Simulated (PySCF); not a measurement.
Sn(F)(NH2)3 (FH6N3Sn), SMILES [NH2][Sn]([NH2])([NH2])[F].

Geometry: B3LYP-D3(BJ)/def2-SVP. The structure was generated by enumeration; whether it is a known compound was not checked. The def2 effective core potentials stand for the cores of Sn; spin–orbit coupling is left out. Other conformers were not sampled.

Calculation: C-PCM-B3LYP/def2-SVP (PySCF).

The values are the electrostatic part of the solvation free energy, E(continuum) − E(gas) at the gas-phase geometry, in a cavity of scaled van der Waals radii (PySCF's table); cavitation and dispersion terms are not included. A continuum can't describe solvent molecules that bind to the metal. In vacuum the orbital gap is 6.27 eV. The dipole moment in vacuum is 0.28 D.

Q: Estimate the values in water (ε = 78.36), methanol (ε = 32.61), 2-propanol (ε = 19.26). (An estimate is asked for; the answer gives what the named calculation found.)

A: 
```csv
solvent,ε,ΔG(elec) (kcal/mol),dipole (D),gap (eV)
water,78.36,-11.3,0.21,6.35
methanol,32.61,-11.0,0.21,6.35
2-propanol,19.26,-10.8,0.21,6.34
```
